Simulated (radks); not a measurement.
The numbers below are computed, except where a source is named.
V4+, 19 electrons, occupied as [Ar] 3d1. Code: a radial shooting solver on a logarithmic mesh with Libxc functionals. Model: Dirac Kohn-Sham, XLYP, spin-unpolarised, spherical densities, finite nucleus; open shells fill j = l - 1/2 first; Fermi nuclear charge, rms radius 3.6002 fm.

Spin-orbit splittings of the eigenvalues, e(l+1/2) - e(l-1/2), with zeta = 2 splitting/(2l+1) and mean radii in bohr:

shell  occ.  splitting (eV)  zeta (eV)  <r> j=l-1/2  <r> j=l+1/2
2p        6           7.105      4.736       0.2721       0.2749
3p        6               ?          ?       0.9643       0.9714
3d        1         0.09859    0.03944        1.085        1.087
4p        0          0.1626     0.1084        2.521        2.532

Estimate the 3p splitting.

Answer. 0.9183 eV (zeta = 0.6122 eV).
